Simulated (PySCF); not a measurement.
A structure optimised at ωB97X-D3(BJ)/def2-SVP, used in a PySCF frequency run:

```xyz
10

N     -1.9582    -0.5815     0.5114
Si    -0.8052     0.6540     0.1545
C      0.9123    -0.1903     0.1623
F      0.8899    -1.2034    -0.7668
F      1.8847     0.6971    -0.2048
H     -2.8467    -0.3562     0.9444
H     -2.0384    -1.3912    -0.0953
H     -0.9185     1.3180    -1.1785
H     -0.8712     1.6818     1.2294
H      1.2107    -0.6392     1.1281
```
Charge 0, spin multiplicity 1.

**Question.** Write its SMILES and formula.

**Answer.** N[SiH2]C(F)F, CH5F2NSi

**Question.** What are its rotational constants (standard atomic weights)?

**Answer.** 6.7913, 2.5600, 2.0063 GHz
